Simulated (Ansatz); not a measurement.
Stepwise reaction of `COB(Cl)OC` with hydrogen, as a gas-phase model of exchange steps in deposition or etching. ΔE in kJ/mol; ΔG adds harmonic PBE0-D4 terms to CCSD(T)/CBS, at 1 bar.

Isolated molecules relaxed with PBE0-D4/def2-TZVP in Ansatz; ΔE leaves out vibrations. CCSD(T)/CBS adds triple-zeta CCSD(T) − MP2 to the extrapolated MP2 energy (def2 sets, frozen cores). This one scheme is used for every species. DFT in def2-TZVPP. B3LYP here is the variant with VWN-RPA as its local correlation; programs differ in this. Each species was taken in one conformer, which may not be the lowest.

```json
{"step": "2", "reaction": "`COBCl` + H₂ → `BCl` + CH₃OH", "PBE-D4": "133.2", "B3LYP-D4": "132.7", "ωB97M-V": "131.5", "CCSD(T)/CBS": "128.6", "ΔG(400 K)": "124.6"}
```

Problem. Give the row of step 1, `COB(Cl)OC` + H₂ → `COBCl` + CH₃OH. (An estimate is asked.)

Solution. The calculation gave: 
```json
{"step": "1", "reaction": "`COB(Cl)OC` + H₂ → `COBCl` + CH₃OH", "PBE-D4": "105.1", "B3LYP-D4": "109.8", "ωB97M-V": "110.0", "CCSD(T)/CBS": "107.7", "ΔG(400 K)": "105.4"}
```

Problem. By hand: ΔE of the 2 steps together at CCSD(T)/CBS.

Solution. (107.7) + (128.6) = 236.3 kJ/mol, or 118.2 kJ/mol a step.

In ΔE each step is higher than the one before. All are uphill at CCSD(T)/CBS. ΔG lies between 105.4 and 124.6 kJ/mol a step. PBE-D4 differs from CCSD(T)/CBS by -2.6 to 4.6 kJ/mol a step. Isolated molecules leave out the surface, adducts and barriers. Largest T1 diagnostic: 0.012.
